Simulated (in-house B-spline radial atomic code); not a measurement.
Lu²⁺. Computed with a B-spline radial atomic code. Model: non-relativistic spherical atom: semilocal Troullier-Martins pseudo-atom, one channel per l, against all electrons, high spin, G0W0 and RPA with empty states to l = 8, local potential for every l without a channel, a model core (radius 0 = none) keeps its share of the functional.

Without relativity these are model numbers for so heavy an element.

What the tables leave out is listed at the end.

The pseudopotential gives back the lowest level of each angular momentum of its own functional in the configuration it was made in; a second state of the same l is only approximately right. Exact exchange, RPA and GW see the smooth pseudo-orbitals and miss the exchange with the core, for which the functional's share stands in. The column with an uncorrelated core keeps all orbitals and exact exchange, and so separates missing core correlation from pseudisation. Only the three outermost levels and the lowest empty one were computed. RPA here is direct RPA, with no exchange kernel, and its energies carry an (l + 1/2)⁻⁴ tail. A hybrid on a potential with a model core restores only its own semilocal share of the core's exchange.

Command:
```bash
python run_psgw.py task.json out
```
Settings (lengths in bohr, energies in hartree):
```
Z                      71
electrons              69
configuration          [Xe] 4f14 6s1
generated_in           [Xe] 4f14 5d1 6s2
functional             pbe,pbe
core_shells            9
radius_factor          0.9
core_correction        True
ion_configuration      [Xe] 4f14
```

Run time, properties included: 83 s on 1 thread of Arm Neoverse N1, on a shared host.

Given: made with PBE; model core radius 0.671 bohr; local radius 1.104 bohr; mean-field start PBE0.

Valence shells of the generating configuration: 5s, 5p, 4f, 6s, 5d.

Channel: s 1.015, p 1.118, d 1.609, f 1.416 (radii in bohr).

Computed: largest level miss in the spin-unpolarised generating configuration 0.069 eV; valence RPA correlation energy pseudo -2.4597 hartree; all-electron RPA polarisability, core included 26.066 bohr³; pseudo-atom RPA polarisability 25.337 bohr³; ionisation by mean-field all-electron 19.621 eV; ionisation by RPA all-electron 20.126 eV; ionisation by RPA pseudo minus all 0.434 eV.

```
        level  occupied  mean-field all-electron (eV)  mean-field pseudo minus all (eV)  G0W0 all-electron (eV)  G0W0 uncorrelated core minus all (eV)  G0W0 pseudo minus all (eV)  exchange self-energy all-electron (eV)  exchange self-energy pseudo (eV)
        6s up         1                       -17.402                             -0.18                 -20.135                                  0.004                       -0.23                                 -9.8042                           -9.3492
      4f down         1                        -36.26                             3.116                  -42.28                                 -0.191                       8.693                                 -80.663                           -43.936
        4f up         ?                             ?                                 ?                       ?                                      ?                           ?                                       ?                                 ?
5d up (empty)         0                       -16.678                            -0.489                 -13.617                                 -0.028                        -0.5                                 -8.8633                           -8.4266
```

What belongs in the row 4f up?

occupied: 1; mean-field all-electron (eV): -36.29; mean-field pseudo minus all (eV): 3.095; G0W0 all-electron (eV): -42.305; G0W0 uncorrelated core minus all (eV): -0.191; G0W0 pseudo minus all (eV): 8.692; exchange self-energy all-electron (eV): -80.639; exchange self-energy pseudo (eV): -43.986.

What is the ionisation by mean-field pseudo minus all?

0.214 eV.

What is the valence RPA correlation energy all-electron orbitals?

-1.7421 hartree.

Among the listed levels the largest G0W0 shift of the pseudo-atom is +8.69 eV, for 4f down on the PBE0 start, while leaving the core uncorrelated moves that level by -0.19 eV. So pseudisation and the lost core exchange, not the missing core correlation, make the error. Not in the tables (levels of low weight, unsolved or above zero; the highest and the empty levels are kept at any weight): the PBE start was refused, since an empty level lay at or below an occupied one; no Hartree-Fock pseudo-atom is run with a model core.
